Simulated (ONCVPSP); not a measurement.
## Li (Z = 3): one change to an ONCV potential, before and after

ONCVPSP 4.0.1 input, shortened (lines: element, Z, core and valence counts, functional; n l f; lmax; l rc ep ncon nbas qcut; lloc lpopt rc5 dvloc0; l nproj debl; icmod fcfact rcfact), PBE, scalar-relativistic:

```
  Li 3.00    0    2        4      upf
    1    0    2.00
    2    0    0.50
    1
    0    1.10    0.00    5    9   11.10
    1    1.10    0.44    4    9    9.10
    4    5    0.95    3.00
    0    2    0.70
    1    2    1.00
    0    0.00    0.00
```

Change: s: rc 1.16.

Cutoffs: the cutoffs (Ha) at which the residual kinetic energy of the hardest occupied pseudo-wave falls to 1 and 0.1 mHa per electron; they do not see the model core or the augmentation charge, which bear on the density cutoff. Errors are all-electron minus pseudo energies relative to the spin-unpolarised reference configuration.

Q: How do hardness, ghosts and transferability respond?

A: The potential gets neither clearly harder nor softer (46 Ha and 55 Ha → 44 Ha and 52 Ha); the errors of the 4 common tests hardly move; neither file shows a bound ghost.

```tsv
quantity	base	changed
cutoff, loose	46 Ha	44 Ha
cutoff, tight	55 Ha	52 Ha
bound ghosts	none	none
GHOST(+) flags under 300 eV	none	none
error for 1s2 2s1, meV [ΔE -2.05 eV]	0.0	0.0
error for 1s2 2s0, meV [ΔE 3.25 eV]	+0.1	+0.1
error for 1s2 2s0 2p1, meV [ΔE -0.26 eV]	+0.1	+0.1
error for 1s1 2s1, meV [ΔE 66.36 eV]	+615	+691
p: phases at 1.12 bohr within 0.05 rad from the reference energy up to (Ha; the scan ends near 5)	to the end of the scan	to the end of the scan
```
